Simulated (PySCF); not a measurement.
## Ba (barium, neutral) across methods

[Xe] 5d1 6s1, high-spin 3D determinant (an excited configuration). All numbers are calculated (PySCF 2.14, the spin-free X2C one-electron Hamiltonian (Gaussian nucleus), in ANO-RCC-VTZP (8s7p4d2f1g, 72 functions)). The B2PLYP total includes its PT2 part (frozen core); its orbital energies are those of the SCF part.

```csv
method,E (hartree),mean ε 5p β (eV),mean ε 6s α (eV),mean ε 5d α (eV),Σ⟨r²⟩ (bohr²),⟨S²⟩
revPBE,-8134.29,-17.450,-3.027,-1.916,92.26,2.001
PBE0,-8134.06,-19.088,-3.520,-2.498,92.26,2.001
r2SCAN,-8134.39,-18.000,-3.106,-2.039,92.12,2.002
BLYP,-8134.72,-17.264,-2.923,-1.672,92.18,2.000
B2PLYP,-8133.62,-20.477,-3.802,-2.837,93.34,2.002
PBE,-8134.00,-17.459,-3.079,-1.908,92.06,2.001
LDA,-8127.35,-17.602,-3.248,-1.849,91.31,2.000
UHF,-8131.26168,-22.941,-4.474,-3.748,95.46,2.004
```

Spin-orbit coupling, absent here, splits the open shell strongly.
